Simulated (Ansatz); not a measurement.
`CN[AsH]N` + BH₃ → `B[AsH]N` + CH₃NH₂ at 400 K and 1 bar (formal exchange of groups at the As–N bond).

Gas-phase electronic energies from Ansatz, PBE0-D4/def2-TZVP geometries. CCSD(T)/CBS is the MP2 limit (def2-TZVPP, def2-QZVPP) plus CCSD(T) − MP2 in def2-TZVPP, frozen cores. This one scheme is used for every species. For As outer-core shells are correlated without core-valence functions, which leaves a few kJ/mol of doubt a bond. Scalar relativity is left out up to krypton. Each species was taken in one conformer, which may not be the lowest.

| species | CCSD(T)/CBS energy (Eh) | H − E (kJ/mol) | S (J/(mol·K)) |
| --- | --- | --- | --- |
| `CN[AsH]N` | -2386.66395 | 263.7 | 372.4 |
| BH₃ | -26.55200 | 82.6 | 199.4 |
| `B[AsH]N` | -2317.47891 | 169.3 | 330.7 |
| CH₃NH₂ | -95.75281 | 185.4 | 256.0 |

H − E and S are ideal-gas, rigid-rotor, harmonic terms from PBE0-D4/def2-TZVP, for one conformer and one mirror image of each species. 1 Eh = 2625.50 kJ/mol, R = 8.31446 J/(mol·K).

By hand: ΔE, ΔH, ΔS and ΔG.

ΔE = (-2317.47891) + (-95.75281) − (-2386.66395) − (-26.55200) = -0.01577 Eh = -41.4 kJ/mol. Δ(H − E) = 169.3 + 185.4 − 263.7 − 82.6 = 8.4, so ΔH = -33.0 kJ/mol. ΔS = 330.7 + 256.0 − 372.4 − 199.4 = 14.9 J/(mol·K). ΔG = -33.0 − 400 × (14.9)/1000 = -39.0 kJ/mol.

By hand: the equilibrium constant, and the temperature at which ΔG would vanish if ΔH and ΔS stayed fixed.

log₁₀ K = −ΔG/(RT ln 10) = 5.1. ΔH and −TΔS have one sign here, so there is no such temperature.

The number of gas molecules stays the same, so ΔS is small and ΔH decides. A doubt of 5 kJ/mol in ΔE shifts log₁₀ K by 0.7 here. Other conformers and mirror images would add mixing entropy, several J/(mol·K) or more a flexible species. These are equilibria of isolated gas molecules and say nothing of rates. Largest T1 diagnostic: 0.014 (customary marks: 0.02 for closed shells, 0.045 for open ones).
